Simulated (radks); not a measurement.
Task: Species: Sc6+. Configuration: [Ne] 3s2 3p3 (the NIST ground configuration). All-electron calculation, Dirac Kohn-Sham, PBE, spin-unpolarised, spherical densities, finite nucleus; open shells fill j = l - 1/2 first; Fermi nuclear charge, rms radius 3.5459 fm. Program: a radial shooting solver on a logarithmic mesh with Libxc functionals. Some entries of the table are withheld. Estimate them.

| orbital | occ. | eigenvalue (eV) | <r> (bohr) | r(max) (bohr) |
|---|---|---|---|---|
| 1s1/2 | 2 | -4508.324 | 0.07303 | 0.04780 |
| 2s1/2 | 2 | -581.7395 | (1) | 0.2831 |
| 2p1/2 | 2 | (2) | (3) | 0.2303 |
| 2p3/2 | 4 | (4) | (5) | 0.2324 |
| 3s1/2 | 2 | -146.9616 | 0.9871 | 0.8880 |
| 3p1/2 | 2 | (6) | 1.018 | 0.9021 |
| 3p3/2 | 1 | (7) | 1.023 | 0.9070 |
| 3d3/2 | 0 | (8) | 1.055 | (9) |
| 3d5/2 | 0 | (10) | 1.056 | (11) |
| 4s1/2 | 0 | -60.3764 | 2.142 | 2.065 |

Result: 
(1) 2s1/2 <r> (bohr): 0.3421
(2) 2p1/2 eigenvalue (eV): -499.3730
(3) 2p1/2 <r> (bohr): 0.3044
(4) 2p3/2 eigenvalue (eV): -494.6896
(5) 2p3/2 <r> (bohr): 0.3070
(6) 3p1/2 eigenvalue (eV): -124.4028
(7) 3p3/2 eigenvalue (eV): -123.7220
(8) 3d3/2 eigenvalue (eV): -89.5767
(9) 3d3/2 r(max) (bohr): 0.8621
(10) 3d5/2 eigenvalue (eV): -89.4976
(11) 3d5/2 r(max) (bohr): 0.8631
